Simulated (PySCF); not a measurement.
Computed IR spectrum (relative IR intensity) of a molecule C2H8InN. Geometry: PBE-D3(BJ)/def2-SVP. The def2 effective core potentials stand for the cores of In; spin–orbit coupling is left out. One conformer was computed; it need not be the lowest. Method: PBE-D3(BJ)/def2-SVP (PySCF). Frequencies are harmonic and unscaled.

Lines under 2 % of the strongest are left out, and lines within 2 cm⁻¹ are merged.

```
ν (cm⁻¹)  relative intensity
--------  ------------------
160                      2.9
285                      6.1
390                       18
460                       17
499                       22
541                       26
982                       32
1214                      26
1229                     2.1
1398                      20
1425                     8.8
1747                      18
1770                      89
2867                      26
2874                     100
2909                      45
3038                      11
```

Question: Which molecule gave these data?
A) [CH3][In]([CH3])[NH2]
B) C[N](C)[InH2]
C) C[CH2][InH][NH2]

Answer: B, C[N](C)[InH2]
